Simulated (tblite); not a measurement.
Species: C7H13FGe.
Atom-mapped SMILES: `[CH3:1][CH2:2][GeH2:3][C@:4]12[CH2:5][C@H:6]([CH2:7]1)[C@@H:8]2[F:9]` (hydrogens: H10, H11, H12 on C1; H13, H14 on C2; H15, H16 on Ge3; H17, H18 on C5; H19 on C6; H20, H21 on C7; H22 on C8)

Computed with GFN2-xTB (tblite), gas phase: L-BFGS steps from a force-field or distance-geometry start until the largest atomic force falls under 0.01 eV/Å.

Geometry at step 8:
```
atom  x, y, z in Å
C1      2.5539    1.1508    0.0940
C2      2.3718   -0.2619   -0.4548
Ge3     0.6710   -0.4350   -1.4308
C4     -0.8334   -0.2617   -0.1948
C5     -2.3170   -0.5778   -0.4677
C6     -2.2798   -0.1430    1.0049
C7     -1.3305    0.9869    0.5665
C8     -1.0353   -1.0263    1.1202
F9     -0.1476   -0.7645    2.1369
H10     1.7713    1.3919    0.8144
H11     2.4992    1.8827   -0.7136
H12     3.5185    1.2571    0.5923
H13     3.2056   -0.5255   -1.1079
H14     2.3667   -0.9793    0.3673
H15     0.5370   -1.7741   -2.1209
H16     0.5099    0.6484   -2.4710
H17    -2.5565   -1.6203   -0.6732
H18    -2.8177    0.0953   -1.1591
H19    -3.1140   -0.0801    1.7076
H20    -0.6740    1.3861    1.3363
H21    -1.7614    1.7801   -0.0412
H22    -1.1480   -2.1104    1.0939
```

Q: Give the atomic forces at this geometry.

A: 
```json
{"atom": "C1", "Fx (eV/Å)": "0.024", "Fy (eV/Å)": "0.043", "Fz (eV/Å)": "0.005"}
{"atom": "C2", "Fx (eV/Å)": "0.096", "Fy (eV/Å)": "0.093", "Fz (eV/Å)": "0.093"}
{"atom": "Ge3", "Fx (eV/Å)": "-0.036", "Fy (eV/Å)": "-0.012", "Fz (eV/Å)": "-0.114"}
{"atom": "C4", "Fx (eV/Å)": "0.014", "Fy (eV/Å)": "-0.035", "Fz (eV/Å)": "0.036"}
{"atom": "C5", "Fx (eV/Å)": "-0.048", "Fy (eV/Å)": "0.003", "Fz (eV/Å)": "0.063"}
{"atom": "C6", "Fx (eV/Å)": "0.054", "Fy (eV/Å)": "0.027", "Fz (eV/Å)": "0.009"}
{"atom": "C7", "Fx (eV/Å)": "-0.090", "Fy (eV/Å)": "0.012", "Fz (eV/Å)": "0.083"}
{"atom": "C8", "Fx (eV/Å)": "-0.078", "Fy (eV/Å)": "-0.038", "Fz (eV/Å)": "0.056"}
{"atom": "F9", "Fx (eV/Å)": "0.006", "Fy (eV/Å)": "0.091", "Fz (eV/Å)": "-0.026"}
{"atom": "H10", "Fx (eV/Å)": "0.076", "Fy (eV/Å)": "-0.078", "Fz (eV/Å)": "-0.050"}
{"atom": "H11", "Fx (eV/Å)": "0.042", "Fy (eV/Å)": "-0.037", "Fz (eV/Å)": "0.042"}
{"atom": "H12", "Fx (eV/Å)": "-0.071", "Fy (eV/Å)": "-0.019", "Fz (eV/Å)": "-0.039"}
{"atom": "H13", "Fx (eV/Å)": "0.003", "Fy (eV/Å)": "0.032", "Fz (eV/Å)": "0.021"}
{"atom": "H14", "Fx (eV/Å)": "0.039", "Fy (eV/Å)": "0.004", "Fz (eV/Å)": "0.007"}
{"atom": "H15", "Fx (eV/Å)": "0.000", "Fy (eV/Å)": "0.078", "Fz (eV/Å)": "-0.003"}
{"atom": "H16", "Fx (eV/Å)": "0.021", "Fy (eV/Å)": "-0.088", "Fz (eV/Å)": "0.001"}
{"atom": "H17", "Fx (eV/Å)": "-0.065", "Fy (eV/Å)": "0.011", "Fz (eV/Å)": "-0.012"}
{"atom": "H18", "Fx (eV/Å)": "-0.055", "Fy (eV/Å)": "-0.043", "Fz (eV/Å)": "0.020"}
{"atom": "H19", "Fx (eV/Å)": "0.159", "Fy (eV/Å)": "-0.008", "Fz (eV/Å)": "-0.138"}
{"atom": "H20", "Fx (eV/Å)": "-0.018", "Fy (eV/Å)": "0.021", "Fz (eV/Å)": "-0.026"}
{"atom": "H21", "Fx (eV/Å)": "-0.011", "Fy (eV/Å)": "0.008", "Fz (eV/Å)": "0.024"}
{"atom": "H22", "Fx (eV/Å)": "-0.063", "Fy (eV/Å)": "-0.066", "Fz (eV/Å)": "-0.052"}
```

The largest, 0.21 eV/Å, acts on H19; the rms over all components is 0.055 eV/Å. The forces sum to zero within rounding, as they must for an isolated molecule in no field.

Q: Give the force on H19 in Eh/bohr and in nN.

A: 0.211 eV/Å ÷ 51.422 = 0.00410 Eh/bohr, and 0.211 eV/Å × 1.602 = 0.34 nN.

Q: How far is this geometry from the end of the optimisation?

A: 0.014 eV above it, and 0.042 Å rms away after alignment. The bonds farthest from their final lengths, with half the difference of the two atoms' forces along the bond (positive lengthens):

```tsv
bond	now (Å)	final (Å)	force along bond (eV/Å)
C2–Ge3	1.969	1.982	+0.11
Ge3–C4	1.955	1.964	+0.03
C6–H19	1.093	1.086	-0.09
C6–C7	1.539	1.535	-0.06
C4–C5	1.541	1.546	+0.02
Ge3–H15	1.512	1.508	-0.07
```

The angle farthest from its final value is Ge3–C4–C5, 127.6° against 129.8°.

The cost below is that of the whole relaxation. On one thread, Arm Neoverse N1 (aarch64), no GPU (shared host), this took 0.64 s wall.
